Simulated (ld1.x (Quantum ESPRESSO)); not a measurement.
# What one change does to a pseudopotential (iodine, ultrasoft)

I, ultrasoft, made with ld1.x (Quantum ESPRESSO) 7.5 (LDA (PZ), fully relativistic). Core [Kr] 4d10, reference 5s2 5p4 (charge +1). Waves: 5s (bound): rcut 1.30, rcutus 1.85 bohr; 5s channel at -0.65 Ry: rcut 1.30, rcutus 1.85 bohr; 5p (bound): rcut 1.65, rcutus 2.00 bohr; 5p channel at 1.6 Ry: rcut 1.65, rcutus 2.00 bohr; 5d channel at 0.3 Ry: rcut 1.75, rcutus 1.95 bohr; 5d channel at 2.9 Ry: rcut 1.75, rcutus 1.95 bohr. Local part: all-electron potential smoothed inside 1.45 bohr (lloc = -1). Core correction: none. Augmentation charge: built from norm-conserving waves at rcut, not smoothed further.

Open shells are filled in proportion to 2j + 1 (rel_dist='average').

Change: local potential all-electron potential smoothed inside 1.80 bohr (lloc = -1).

Cutoffs: the cutoffs (Ry, on a coarse ladder) from which the occupation-weighted sum of valence levels, in a spherical-Bessel basis at the reference potential, stays within 10 and 1 mRy of its value at 400 Ry; they do not see the model core or the augmentation charge, which bear on the density cutoff. Errors are all-electron minus pseudo energies relative to the spin-unpolarised reference configuration.

Problem. Predict the effect on cutoff, ghosts and configuration errors.

Solution. The potential gets harder (10 Ry and 18 Ry → 10 Ry and 25 Ry); the bound ghost in d, s disappears; the errors of the 7 common tests hardly move; the range in which the s phases agree narrows (upper end 4.3 → 1.9); the range in which the d3/2 phases agree narrows (upper end at the end of the scan → 1.0). A state that the projectors do not describe sees the local part alone, so a deeper or shallower local part can create or remove a ghost.

```tsv
quantity	base	changed
cutoff, loose	10 Ry	10 Ry
cutoff, tight	18 Ry	25 Ry
bound ghosts	s, d5/2	none
error for 5s2 5p5, meV [ΔE -11.33 eV]	+3.1	+3.1
error for 5s2 5p3, meV [ΔE 20.09 eV]	+6.8	+6.9
error for 5s2 5p2, meV [ΔE 49.74 eV]	+40	+41
error for 5s1 5p6, meV [ΔE -0.87 eV]	+19	+19
error for 5s2 5p1, meV [ΔE 89.59 eV]	+137	+139
error for 5s1 5p5, meV [ΔE 11.02 eV]	+13	+14
error for 5s2 5p4.5, meV [ΔE -6.70 eV]	+1.0	+1.0
s: phases at 2.19 bohr within 0.05 rad from the reference energy up to (Ry; the scan ends near 5)	4.3	1.9
p1/2: phases at 2.19 bohr within 0.05 rad from the reference energy up to (Ry; the scan ends near 5)	to the end of the scan	to the end of the scan
p3/2: phases at 2.19 bohr within 0.05 rad from the reference energy up to (Ry; the scan ends near 5)	to the end of the scan	to the end of the scan
d3/2: phases at 2.19 bohr within 0.05 rad from the reference energy up to (Ry; the scan ends near 5)	to the end of the scan	1.0
d5/2: phases at 2.19 bohr within 0.05 rad from the reference energy up to (Ry; the scan ends near 5)	to the end of the scan	0.5
lowest overlap eigenvalue by channel	s 0.38, p1/2 0.39, p3/2 0.37, d3/2 0.76, d5/2 0.79	s 0.42, p1/2 0.44, p3/2 0.42, d3/2 0.76, d5/2 0.79
```

 A true bound ghost makes a file unfit for plane-wave use even where its test errors are small: the radial tests pick states by their node count and pass the ghost by.
